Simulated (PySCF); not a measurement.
A structure optimised at B3LYP-D3(BJ)/def2-SVP, used in a PySCF frequency run:

```
C
N 1 1.3327
N 2 1.3539 1 104.74
H 3 1.0124 2 120.02 1 -180.00
C 3 1.3439 4 128.90 2 -180.00
C 5 1.3785 3 109.54 4 180.00
H 6 1.0860 5 128.79 3 180.00
H 1 1.0903 2 119.44 3 180.00
```
Charge 0, spin multiplicity 2.

Problem. Write its SMILES, formula and point group.

Solution. [c]1ccn[nH]1, C₃H₃N₂, Cs

Problem. What are its rotational constants (standard atomic weights)?

Solution. 10.750, 9.3272, 4.9941 GHz
